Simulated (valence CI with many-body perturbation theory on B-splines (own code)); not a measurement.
**Hyperfine factors and g values of Tl30+**

Calculated by relativistic CI+MBPT: five valence electrons over a frozen Dirac-Fock core [Kr] 4d10, a basis of 7 s, 7 p, 7 d, 7 f, 4 g, 2 h functions for each j, with the one-electron correlation potential Σ1 (screened to all orders), the two-electron term Σ2, the three-electron term Σ3, Breit, model QED; selected single and double excitations, second order for the rest, scaled by the run's own slope (own B-spline code, finite nucleus).

No measured spectrum was set against this ion. As an estimate, large intervals hold to a few tenths of a per cent, small ones and those within an open d or f shell to about a per cent. Among the levels kept, up to 950 cm⁻¹ of a level comes from second order outside the variational space, and about a tenth of that is noise between levels of different J, which matters for small intervals. Only levels of the ground parity were solved; by the run's estimate the other parity begins above the list, which can be wrong where configurations are misplaced.

A/g_I is the dipole constant over the nuclear g factor μ/I (μ in nuclear magnetons, uniformly magnetised nucleus), B/Q the quadrupole constant per barn. Both hold the static response of the core; the bare values leave it out. Large factors of s and p1/2 electrons are usually good to 5 to 10 %; those of open d and f shells near neutrality can be off by tens of per cent, and small factors of p3/2, d and f electrons come from cancelling terms and can be off by a factor of two or in sign, in half-filled shells by more. B is blank for J = 1/2, where it vanishes, and for nearly pure S terms. Energies count from the lowest level.

Levels are named by their leading jj configuration (3d3/2^4 stands for four electrons in 3d with j = 3/2), which in mixed levels can hold well under half, so a name can repeat and another be missing. Letters in brackets count levels of one name in rising energy.

| Level | E (eV) | g | A/g_I (MHz) | A/g_I bare | B/Q (MHz/b) | B/Q bare |
| --- | --- | --- | --- | --- | --- | --- |
| (4f5/2^5) J=5/2 | 0.000 | 0.529 | 7590 | 6730 | -5870 | -5290 |
| (4f5/2^4 4f7/2) J=7/2 [a] | 3.182 | 0.890 | 4940 | 4810 | -4960 | -4480 |
| (4f5/2^4 4f7/2) J=5/2 | 4.742 | 1.021 | 4780 | 5000 | -2950 | -2630 |
| (4f5/2^4 4f7/2) J=3/2 [a] | 5.114 | 0.915 | 5870 | 5930 | -1310 | -1150 |
| (4f5/2^3 4f7/2^2) J=9/2 [a] | 5.496 | 1.055 | 3970 | 4190 | -4460 | -4040 |
| (4f5/2^4 4f7/2) J=1/2 | 5.617 | -0.429 | 16600 | 14200 |  |  |
| (4f5/2^3 4f7/2^2) J=11/2 [a] | 7.045 | 1.127 | 3700 | 4090 | -3980 | -3640 |
| (4f5/2^3 4f7/2^2) J=7/2 [a] | 7.322 | 1.263 | 2580 | 3230 | -181 | -197 |
| (4f5/2^4 4f7/2) J=15/2 | 7.700 | 1.053 | 4370 | 4630 | -246 | -352 |
| (4f5/2^4 4f7/2) J=13/2 | 8.011 | 1.137 | 3770 | 4200 | -3510 | -3250 |
| (4f5/2^4 4f7/2) J=9/2 [a] | 9.215 | 1.303 | 2400 | 3140 | 2420 | 2110 |
| (4f5/2^3 4f7/2^2) J=5/2 [a] | 9.924 | 1.037 | 4360 | 4570 | -2840 | -2570 |
| (4f5/2^3 4f7/2^2) J=15/2 [a] | 10.785 | 1.085 | 3900 | 4200 | -1710 | -1630 |
| (4f5/2^4 4f7/2) J=11/2 | 10.787 | 1.242 | 2880 | 3500 | 3760 | 3310 |
| (4f5/2^3 4f7/2^2) J=3/2 [a] | 11.168 | 0.634 | 7090 | 6480 | -62.6 | -78.0 |
| (4f5/2^3 4f7/2^2) J=9/2 [b] | 11.213 | 0.895 | 4820 | 4690 | -2670 | -2400 |
| (4f5/2^3 4f7/2^2) J=13/2 [a] | 11.483 | 0.986 | 4450 | 4530 | -1520 | -1410 |
| (4f5/2^3 4f7/2^2) J=11/2 [b] | 11.588 | 1.032 | 4090 | 4260 | -840 | -782 |
| (4f5/2^3 4f7/2^2) J=5/2 [b] | 11.634 | 1.298 | 2620 | 3370 | -3510 | -3150 |
| (4f5/2^3 4f7/2^2) J=7/2 [b] | 12.728 | 1.028 | 4400 | 4600 | -2810 | -2560 |
| (4f5/2^3 4f7/2^2) J=17/2 [a] | 12.866 | 1.011 | 4360 | 4500 | 4480 | 3960 |
| (4f5/2^3 4f7/2^2) J=1/2 [a] | 12.903 | 0.395 | 12700 | 12100 |  |  |
| (4f5/2^3 4f7/2^2) J=3/2 [b] | 13.417 | 1.915 | -3120 | -1300 | 1400 | 1230 |
| (4f5/2^3 4f7/2^2) J=7/2 [c] | 14.319 | 0.886 | 4900 | 4740 | 1120 | 1040 |
| (4f5/2^3 4f7/2^2) J=9/2 [c] | 14.428 | 1.053 | 4200 | 4450 | -1110 | -1030 |
| (4f5/2^3 4f7/2^2) J=15/2 [b] | 14.464 | 1.000 | 4470 | 4590 | 98.3 | 78.2 |
| (4f5/2^3 4f7/2^2) J=19/2 | 14.694 | 1.053 | 4150 | 4390 | 5770 | 5110 |
| (4f5/2^4 4f7/2) J=9/2 [b] | 14.838 | 1.027 | 4080 | 4230 | 3230 | 2880 |
| (4f5/2^3 4f7/2^2) J=11/2 [c] | 15.093 | 1.094 | 3880 | 4210 | 964 | 845 |
| (4f5/2^3 4f7/2^2) J=5/2 [c] | 15.334 | 0.852 | 6080 | 5970 | 1170 | 1020 |
| (4f5/2^3 4f7/2^2) J=21/2 | 15.343 | 1.070 | 4130 | 4410 | 7320 | 6480 |
| (4f5/2^3 4f7/2^2) J=13/2 [b] | 15.432 | 0.956 | 4770 | 4810 | -2580 | -2280 |
| (4f5/2^3 4f7/2^2) J=17/2 [b] | 15.716 | 1.016 | 4510 | 4690 | -253 | -229 |
| (4f5/2^2 4f7/2^3) J=15/2 [a] | 16.090 | 1.092 | 3670 | 3960 | -288 | -312 |
| (4f5/2^3 4f7/2^2) J=7/2 [d] | 16.182 | 1.422 | 1190 | 2130 | 2070 | 1820 |
| (4f5/2^3 4f7/2^2) J=13/2 [c] | 16.190 | 1.089 | 4030 | 4360 | 1170 | 1010 |
| (4f5/2^3 4f7/2^2) J=5/2 [d] | 16.273 | 1.307 | 2320 | 3060 | -623 | -549 |
| (4f5/2^4 4f7/2) J=3/2 [b] | 16.807 | 1.255 | 1120 | 1560 | 2480 | 2220 |
| (4f5/2^2 4f7/2^3) J=11/2 [a] | 16.859 | 0.973 | 4180 | 4190 | -1370 | -1200 |
| (4f5/2^2 4f7/2^3) J=13/2 [a] | 17.090 | 1.046 | 3920 | 4110 | -2040 | -1830 |

Q: Take the isotope of mass number 203, with I = 1/2, μ = 1.616 μN. What is the hyperfine structure of (4f5/2^4 4f7/2) J=1/2?

A: From the table A = 53800 MHz. Shifts from the centre of gravity in MHz: F = 0: -40400, F = 1: 13400.
